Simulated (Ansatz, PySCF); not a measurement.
Gas-phase reaction in SMILES: O[Si](O)O → O[Si-](O)O (an electron is taken up)
Each molecule is optimised on its own at B3LYP-D3(BJ)/def2-TZVP (Ansatz, a program for electronic structure), one conformer each, not searched for the lowest. Frequencies are from Ansatz or PySCF.

Quantity: adiabatic electron affinity (0 K, with B3LYP-D3(BJ) harmonic zero-point energies), positive where the reaction releases energy, in eV. Cores are frozen in the correlated levels unless marked. Open shells are spin-unrestricted. No spin-orbit coupling. Non-relativistic. Anions need diffuse functions: aug- sets have them; def2-D sets add few; the other sets have none. CBS marks a two-point X^-3 extrapolation of the correlation energy; Hartree-Fock from the larger set. [CCSD(T)-MP2]/basis is that difference in the basis named.

```csv
level,program,adiabatic electron affinity (eV),minus last row
HF/6-31G,Ansatz,1.06,-0.30
PBE0/STO-3G,Ansatz,-2.79,-4.15
PBE0-D3(BJ)/def2-TZVP,Ansatz + dftd3,0.98,-0.38
PBE0/def2-QZVPP,Ansatz,1.06,-0.30
r2SCANh-D4/def2-TZVPD,Ansatz + dftd4,1.01,-0.35
LC-wPBE-D4/def2-TZVPD,Ansatz + dftd4,1.15,-0.21
wB97X-V/def2-TZVPD,Ansatz,1.28,-0.08
B2GP-PLYP-D4/def2-TZVPD,Ansatz + dftd4,1.21,-0.15
B2GP-PLYP/def2-TZVPD,Ansatz,1.20,-0.16
B2PLYP/def2-TZVPD,Ansatz,1.24,-0.12
MP2/STO-3G,Ansatz,-3.48,-4.84
MP2/6-31G,Ansatz,1.40,0.04
MP2/cc-pwCVTZ,Ansatz,0.81,-0.55
"RI-MP2/CBS(aug-cc-pV(T+d)Z,aug-cc-pV(Q+d)Z)",Ansatz,1.25,-0.11
CCSD/STO-3G,Ansatz,-3.44,-4.80
CCSD/6-31G,Ansatz,1.52,0.16
CCSD/6-31G*,Ansatz,0.69,-0.67
CCSD(T)/STO-3G,Ansatz,-3.48,-4.84
CCSD(T)/aug-cc-pV(T+d)Z,Ansatz,1.33,-0.03
CCSD(T)/cc-pwCVTZ,Ansatz,0.94,-0.42
"RI-MP2/CBS(aug-cc-pV(T+d)Z,aug-cc-pV(Q+d)Z)+[CCSD(T)-MP2]/aug-cc-pV(T+d)Z",Ansatz,1.36,0.00
```
